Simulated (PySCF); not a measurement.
SMILES [SiH3]O[SiH2][SiH2]Br (H7BrOSi3), GFN2-xTB optimised geometry.

```
12

Si     3.06     0.23     0.00
O      1.43     0.23     0.00
Si    -0.03     0.93     0.00
Si    -1.40    -0.88     0.27
Br    -3.52    -0.17     0.24
H      3.52     1.46    -0.63
H      3.45     0.15     1.40
H      3.39    -0.97    -0.77
H     -0.18     1.65    -1.27
H     -0.07     1.91     1.09
H     -1.42    -1.91    -0.78
H     -1.35    -1.61     1.54
```

Density from CAM-B3LYP/def2-TZVP in PySCF at that geometry.

Minimum of the electron density along straight lines between bonded atoms, close to the bond critical point (lines longer than 1.1 times the sum of covalent radii, or with two minima, are not listed):

```
bond     length / Å  ρ at the minimum / e bohr⁻³  ∇²ρ there / e bohr⁻⁵  position (fraction from the first atom)
-------  ----------  ---------------------------  --------------------  ---------------------------------------
Si1–O2        1.624                        0.139                  0.91                                     0.42
O2–Si3        1.621                        0.140                  0.93                                     0.59
Si3–Si4       2.294                        0.105                 -0.17                                     0.37
Si4–Br5       2.234                        0.086                  0.09                                     0.35
Si1–H6        1.459                        0.129                  0.17                                     0.49
Si1–H7        1.459                        0.129                  0.16                                     0.49
Si1–H8        1.459                        0.129                  0.17                                     0.49
Si3–H9        1.466                        0.127                  0.16                                     0.49
Si3–H10       1.466                        0.127                  0.16                                     0.49
Si4–H11       1.465                        0.127                  0.16                                     0.49
Si4–H12       1.466                        0.126                  0.16                                     0.49
```
